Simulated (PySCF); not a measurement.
PySCF 2.14 output of an unrestricted B3LYP calculation on a single atom or ion in aug-cc-pVDZ-X2C (7s6p4d, 45 functions), with scalar relativity by spin-free X2C-1e:

```
SCF conv_tol = 1e-09
number electrons alpha = 18  beta = 18
    P. J. Stephens, F. J. Devlin, C. F. Chabalowski, and M. J. Frisch.,  J. Phys. Chem. 98, 11623 (1994)
cycle= 1 E= -2980.89010033284  delta_E= -0.000409  |g|= 0.0008  |ddm|= 0.0776
cycle= 2 E= -2980.89010067325  delta_E= -3.4e-07  |g|= 3.35e-05  |ddm|= 0.00316
cycle= 3 E= -2980.89010067405  delta_E= -7.91e-10  |g|= 1.46e-06  |ddm|= 0.000186
converged SCF energy = -2980.89010067405  <S^2> = -1.4210855e-14  2S+1 = 1
```

The run itself started from symmetry-adapted Hartree-Fock orbitals and held the occupation by maximum overlap, on a logarithmic radial grid, so the iterations belong to that start.

Q: Which element, charge and spin multiplicity is this?

A: Rb⁺ (rubidium, charge +1), multiplicity 1; the state was [Kr], closed-shell 1S.
